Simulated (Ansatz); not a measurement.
`CCBCC` → `BC(C)(C)C`  (isomerisation)

Gas-phase electronic energies from Ansatz, PBE0-D4/def2-TZVP geometries. CCSD(T)/CBS is the MP2 limit (def2-TZVPP, def2-QZVPP) plus CCSD(T) − MP2 in def2-TZVPP, frozen cores. Functionals use def2-TZVPP. HSE06 is defined as in plane-wave codes. One conformer a species, not always the lowest.

| level | ΔE (kcal/mol) |
| --- | --- |
| B97M-V | 12.2 |
| HSE06-D4 | 11.8 |
| ωB97X-V | 10.6 |
| B2PLYP | 11.5 |
| revPBE | 14.3 |
| PBE0 | 12.8 |
| BHLYP | 12.8 |
| RPA@PBE/def2-TZVPP | 8.5 |

Q: What does CCSD(T)/CBS give? (Estimate.)

A: Ansatz gave: +9.7 kcal/mol. The listed levels differ from it by 2.5, 2.1, 0.9, 1.8, 4.6, 3.1, 3.1, -1.2 kcal/mol.

Largest T1 diagnostic among the species: 0.009.

Leaving LDA and LC-ωPBE aside and taking each functional with its dispersion term where it has one, the values, not all of them listed here, spread over 1.9 kcal/mol, from revPBE-D4 to B97M-V. LDA lies −2.3 kcal/mol from PBE without D4. From BLYP to BHLYP (50 % exact exchange), in def2-TZVPP and without D4, ΔE moves by −1.3 kcal/mol. The D4 term adds −2.1 kcal/mol with B3LYP and −1.1 kcal/mol with PBE0; it sums over pairs of atoms, weighted by their polarisabilities, and B3LYP, whose exchange is more repulsive, gets the larger term.

B3LYP here is the variant with VWN-RPA as its local correlation; programs differ in this.
